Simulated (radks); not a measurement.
Effect of the nuclear size on neutral lead, [Hg] 6p2. Method: Dirac Kohn-Sham, exchange-only LDA, spin-unpolarised, spherical densities, finite nucleus; open shells fill j = l - 1/2 first; Fermi nuclear charge, rms radius 5.5012 fm; computed with a radial shooting solver on a logarithmic mesh with Libxc functionals. The rms radius is varied about that value; shifts are against it.

rms radius (fm)  total energy shift (eV)  density at nucleus (e/bohr^3)  1s1/2 shift (meV)  2s1/2 shift (meV)  5s1/2 shift (meV)  5p1/2 shift (meV)  6s1/2 shift (meV)  6p1/2 shift (meV)  7s1/2 (empty) shift (meV)
4.797                              -31.4                      2.892e+06             -12500              -1900              -23.0              0.396              -2.22              0.280                     -0.101
5.2977                             -9.33                       2.77e+06              -3720               -565              -6.83              0.117             -0.659              0.083                     -0.030
5.5012                                 0                      2.725e+06              0.000              0.000              0.000              0.000              0.000              0.000                      0.000
5.8423                              16.1                      2.654e+06               6410                973               11.8             -0.201               1.13             -0.143                      0.052
6.6234                              54.9                      2.513e+06              21900               3320               40.2             -0.680               3.87             -0.490                      0.176

Slopes of the eigenvalues against <r^2> in GHz/fm^2, as finite differences over the two radii next to the reference (eigenvalue slopes, not the field-shift constants of lines): 1s1/2 403000, 2s1/2 61300, 5s1/2 742, 5p1/2 -12.7, 6s1/2 71.5, 6p1/2 -9.03, 7s1/2 (empty) 3.25.
